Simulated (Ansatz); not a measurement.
CH₃ClF₂O₂W (`C[O][W](=[O])([F])([F])[Cl]`) from Hartree–Fock to CCSD(T)

```json
{"atom": "C1", "x (Å)": "0.5398", "y (Å)": "1.4379", "z (Å)": "-0.8663"}
{"atom": "O2", "x (Å)": "0.2271", "y (Å)": "0.0747", "z (Å)": "-0.7397"}
{"atom": "W3", "x (Å)": "-0.4075", "y (Å)": "-1.1404", "z (Å)": "0.4930"}
{"atom": "O4", "x (Å)": "-1.5702", "y (Å)": "-2.0378", "z (Å)": "-0.3174"}
{"atom": "F5", "x (Å)": "-1.3528", "y (Å)": "0.3256", "z (Å)": "1.1849"}
{"atom": "F6", "x (Å)": "1.1478", "y (Å)": "-2.1405", "z (Å)": "0.2888"}
{"atom": "Cl7", "x (Å)": "-0.4359", "y (Å)": "-1.8839", "z (Å)": "2.6638"}
{"atom": "H8", "x (Å)": "1.5880", "y (Å)": "1.6059", "z (Å)": "-0.6081"}
{"atom": "H9", "x (Å)": "0.3665", "y (Å)": "1.7391", "z (Å)": "-1.9004"}
{"atom": "H10", "x (Å)": "-0.1029", "y (Å)": "2.0195", "z (Å)": "-0.1986"}
```

Charge 0, multiplicity 1. Correlated methods include outer-core shells of W, which these sets cover unevenly. W: def2 effective core potential. The geometry is a stationary point of PBE0-D4/def2-TZVP. It is one conformer, not always the lowest. Frozen core, restricted reference, Ansatz.

| basis | HF (Eh) | MP2 corr. | CCSD corr. | (T) | CCSD(T) total |
| --- | --- | --- | --- | --- | --- |
| def2-SVP | -913.81106 | -1.41480 | ? | -0.05374 | ? |
| def2-TZVPP | ? | ? | – | – | – |
| def2-QZVPP | ? | -2.03022 | – | – | – |

Question: Fill in the withheld values. (Best estimate.)

Answer: Ansatz gave: def2-SVP CCSD corr.: -1.38559; def2-SVP CCSD(T) total: -915.25039; def2-TZVPP HF (Eh): -914.49667; def2-TZVPP MP2 corr.: -1.85491; def2-QZVPP HF (Eh): -914.52863.
